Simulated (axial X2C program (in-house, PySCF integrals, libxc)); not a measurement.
# Bond lengths and stretching modes, held linear, of CInO

Computed with an axial X2C code built on PySCF integrals: two-component X2C with atomic mean-field Coulomb and Gaunt terms, Gaussian nuclei, basis C dyall-v3z, In dyall-v3z, O dyall-av3z with contracted cores. Spin-free rows use the one-electron spin-free X2C Hamiltonian.

Masses C 12.000, In 114.904, O 15.995 u. States: 2c Ω = 3/2 (beyond evenly filled blocks: ω = 3/2); spin-free M_S = 3/2, Λ = 0 (beyond evenly filled blocks: σα, π+α, π-α).

PBE0, spin-free: energies above the lowest point

```
r(C–In) (Å)  r(In–O) (Å)  E (meV)
     2.0338       1.8047    42.88
     2.0338       1.8510    16.00
     2.0338       1.8973    50.12
     2.0860       1.8047    30.47
     2.0860       1.8510     0.00
     2.0860       1.8973    30.11
     2.0860       1.9436   105.34
     2.1381       1.8047    51.05
     2.1381       1.8510    16.90
     2.1381       1.8973    42.93
     2.1903       1.8510    59.15
     2.1903       1.9436   147.46
```

Q: Fit a quadratic surface with cubic terms in each bond: where is the minimum, and what are the two stretching wavenumbers?

A: At PBE0, spin-free: bonds 2.083 and 1.849 Å; harmonic stretches 533.2 and 762.1 cm⁻¹; force constants 1.95, 4.57 and coupling -0.27 mdyn/Å.

The other levels and Hamiltonians give:

```
Hamiltonian      level  r(C–In) (Å)  r(In–O) (Å)  lower stretch (cm⁻¹)  upper stretch (cm⁻¹)
         2c       PBE0        2.084        1.849                 533.0                 761.9
         2c  BHandHLYP        2.122        1.872                 473.4                 695.9
  spin-free  BHandHLYP        2.121        1.872                 473.3                 695.9
```

Each state is one determinant, the lowest of a limited PBE0 search; the stretches come from a fit to these few points and carry an uncertainty of a few per cent. Other orders of the atoms were not compared. Left out for rough or failed fits: HF 2c, MP2 2c, HF spin-free, MP2 spin-free. The molecule was held linear; bending was not examined, so a bent shape may lie lower. Note: several unpaired electrons, one determinant need not be a pure state.
